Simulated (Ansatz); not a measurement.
Start from `N=C(F)CN` and change one atom or group to get `BNC(=N)F`.

Ansatz, PBE0-D4/def2-TZVP geometries, multiplicity 1. Each molecule was computed in one conformer, which needn't be the lowest.

```json
{"property": "HOMO energy (B3LYP/def2-TZVPP) / eV", "`N=C(F)CN`": "-7.18"}
{"property": "HOMO energy (PBE0/def2-TZVPP) / eV", "`N=C(F)CN`": "-7.43"}
{"property": "size of the dipole moment (PBE/def2-TZVPP) / D", "`N=C(F)CN`": "0.56"}
{"property": "HOMO energy (ωB97M-V/def2-TZVPP) / eV", "`N=C(F)CN`": "-9.87"}
{"property": "zero-point energy (PBE0-D4/def2-TZVP) / kJ/mol", "`N=C(F)CN`": "209.0"}
{"property": "HOMO–LUMO gap (PBE0/def2-TZVPP) / eV", "`N=C(F)CN`": "7.59"}
```

**Question.** What does the change do to each property? (An estimate is asked.)

**Answer.** Computed: 
```json
{"property": "HOMO energy (B3LYP/def2-TZVPP) / eV", "`BNC(=N)F`": "-8.08", "shift": "-0.90"}
{"property": "HOMO energy (PBE0/def2-TZVPP) / eV", "`BNC(=N)F`": "-8.31", "shift": "-0.88"}
{"property": "size of the dipole moment (PBE/def2-TZVPP) / D", "`BNC(=N)F`": "1.87", "shift": "1.31"}
{"property": "HOMO energy (ωB97M-V/def2-TZVPP) / eV", "`BNC(=N)F`": "-10.59", "shift": "-0.72"}
{"property": "zero-point energy (PBE0-D4/def2-TZVP) / kJ/mol", "`BNC(=N)F`": "166.1", "shift": "-42.9"}
{"property": "HOMO–LUMO gap (PBE0/def2-TZVPP) / eV", "`BNC(=N)F`": "7.21", "shift": "-0.38"}
```

With PBE0 the HOMO falls by 0.88 eV and the LUMO falls by 1.26 eV, so the gap narrows by about 0.38 eV. PBE moves the HOMO by -1.20 eV and ωB97M-V by -0.72 eV. The zero-point energy changes by -42.9 kJ/mol with -3 modes. Dipoles are sizes alone; their direction can turn.

Positive LUMOs are unbound, so they and the gaps depend on the basis.

B3LYP here is the variant with VWN-RPA as its local correlation; programs differ in this.
